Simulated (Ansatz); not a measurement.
Total energies of (OH)3Ti-NH-SiH3 (TiSiNO3H7) from Ansatz at PBE0-D4/def2-TZVP, gas phase (1 Eh = 27.2114 eV = 2625.5 kJ/mol). The reference geometry is relaxed at r2SCAN-D4/def2-SVP.

Cartesian coordinates in Å:
```
Ti 0.470 1.006 -0.093
O 1.705 -0.011 -0.926
O 1.119 1.951 1.287
O -0.318 2.093 -1.287
N -0.755 -0.270 0.590
Si -0.841 -1.934 0.073
H 2.493 -0.412 -0.539
H 1.188 2.905 1.413
H -1.179 2.049 -1.718
H -1.239 -0.043 1.460
H -0.861 -2.010 -1.417
H -2.095 -2.560 0.603
H 0.313 -2.762 0.554
```

```json
{"state": "charge 0 singlet", "geometry": "reference", "energy (Eh)": "-1423.32482"}
{"state": "charge 1 doublet", "geometry": "reference", "energy (Eh)": "-1422.98202"}
{"state": "charge 0 triplet", "geometry": "relaxed at r2SCAN-D4/def2-SVP", "energy (Eh)": "-1423.21464"}
{"state": "free Ti atom (triplet)", "geometry": "–", "energy (Eh)": "-849.14317"}
{"state": "free O atom (triplet)", "geometry": "–", "energy (Eh)": "-75.01860"}
{"state": "free N atom (quartet)", "geometry": "–", "energy (Eh)": "-54.54382"}
{"state": "free Si atom (triplet)", "geometry": "–", "energy (Eh)": "-289.24943"}
{"state": "free H atom (doublet)", "geometry": "–", "energy (Eh)": "-0.50104"}
```

Problem. Work out the vertical ionisation energy to the doublet.

Solution. E(charge 1 doublet) − E(charge 0 singlet) = -1422.98202 − (-1423.32482) = 0.34280 Eh = 9.33 eV. For comparison, −ε of the highest occupied level is 7.52 eV at this level, 1.81 eV less.

Problem. Which of the charge 0 states is lowest, and how far above it are the others?

Solution. The singlet. triplet: -1423.21464 − (-1423.32482) = 0.11018 Eh = 289.3 kJ/mol.

Problem. What is the binding energy per atom against free atoms?

Solution. Atoms: 1 × (-849.14317) + 3 × (-75.01860) + 1 × (-54.54382) + 1 × (-289.24943) + 7 × (-0.50104) = -1421.49950 Eh. Binding: -1421.49950 − (-1423.32482) = 1.82532 Eh = 49.67 eV, or 3.82 eV for each of 13 atoms (no zero-point energy, no counterpoise term).
